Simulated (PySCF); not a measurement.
C₅H₅F₂O (doublet state).
Structure used (GFN2-xTB), in Å, numbered top down from 1:
```xyz
13
C5H5F2O angstrom
C     -2.245   -0.005    0.186
C     -0.775   -0.255    0.329
O     -0.255   -0.783    1.278
C      0.034    0.257   -0.836
F     -0.726    0.672   -1.872
C      1.337    0.352   -0.828
C      2.355   -0.069    0.117
F      3.262    0.925    0.387
H     -2.424    1.059    0.041
H     -2.762   -0.356    1.075
H     -2.618   -0.523   -0.696
H      1.888   -0.353    1.082
H      2.924   -0.919   -0.281
```

The hyperfine couplings belong to this conformer and change with its torsions.

As a line formula: `F/C(=[C]/CF)C(C)=O` [radical].

Computed, not measured: UKS B3LYP, pcH-1 on C F H O, non-relativistic, mean-field spin-orbit, GIAO (PySCF 2.14.0). Isolated species at its GFN2-xTB geometry (one conformer only). Couplings are sensitive to structure, and on GFN2-xTB geometries they can be far from those on DFT ones. Stability of the SCF solution: not tested.

Problem. Predict the first-order ENDOR lines of F5, F8, H12/H13 and H9/H10/H11 under fast tumbling at B = 1213.4 mT (Q band).

Solution. ν± = |νn ± a/2|, one line for each electron-spin manifold; νn = |g_N| × 7.62259 MHz/T × B.

| nuclei | isotope | g_N | νn (MHz) | a_iso (MHz) | lower line (MHz) | upper line (MHz) |
| --- | --- | --- | --- | --- | --- | --- |
| F5 | 19F | 5.2577 | 48.63 | 137.20 | 19.97 | 117.23 |
| F8 | 19F | 5.2577 | 48.63 | 59.81 | 18.72 | 78.54 |
| H12/H13 | 1H | 5.5857 | 51.66 | 85.56 | 8.88 | 94.44 |
| H9/H10/H11 | 1H | 5.5857 | 51.66 | 1.70 | 50.82 | 52.51 |

Problem. Which pairs are centred on the nuclear Larmor frequency, and which on half the coupling?

Solution. Centred on νn, since |a| < 2νn: F8, H12/H13 and H9/H10/H11. Centred on |a|/2 and split by 2νn: F5.

Problem. At what field would the lower line of F8 fall to zero frequency?

Solution. Where νn = |a|/2, that is B = 29.91 MHz/(5.2577 × 7.62259 MHz/T) = 746 mT, as far as first order holds there.

Nuclei that the bonding pattern makes equivalent are averaged, as if the motion that swaps them (rotation, inversion, ring flip) were fast. The three 1H nuclei of mean +1.7 MHz run from -1.7 to 7.6 MHz in the frozen geometry. The 1H value of +85.6 MHz is a mean of couplings from 26.2 to 144.9 MHz in this one geometry, not an average over conformers.

Largest spin populations (Mulliken): C6 (+0.97), C4 (-0.09) and H12 (+0.06). No atom but C6 exceeds +0.15. The positive populations add up to 1.13 and the negative ones to -0.13, together 2S = 1.

Time: 44 s (with the writing of density and orbital grids); peak memory 0.92 GiB. Hardware: one thread of an INTEL XEON PLATINUM 8581C at 2.30 GHz, shared host.
